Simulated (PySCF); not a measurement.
C₄H₆OSe, SMILES C=C=COC[SeH]. Coordinates come from a B3LYP-D3(BJ)/def2-SVP optimisation. This is a generated structure with no PubChem entry under its InChIKey; it may be hypothetical. Other conformers were not sampled.

Computed equilibrium geometry at B3LYP-D3(BJ)/def2-SVP (PySCF confirms it by a frequency run) as Cartesian coordinates in Å (one conformer of several):
```xyz
12

C      3.9609     0.2937    -0.1853
C      2.7202    -0.0986    -0.3242
C      1.4858    -0.5299    -0.4514
O      0.5393     0.1301    -1.1907
C     -0.7749    -0.3045    -1.0485
Se    -1.6192     0.0877     0.7135
H      4.7411     0.0065    -0.9021
H      4.2730     0.9309     0.6520
H      1.1621    -1.4644     0.0250
H     -0.8710    -1.4000    -1.1510
H     -1.3616     0.1897    -1.8308
H     -1.5564     1.5505     0.5300
```
Charge 0, spin multiplicity 1.
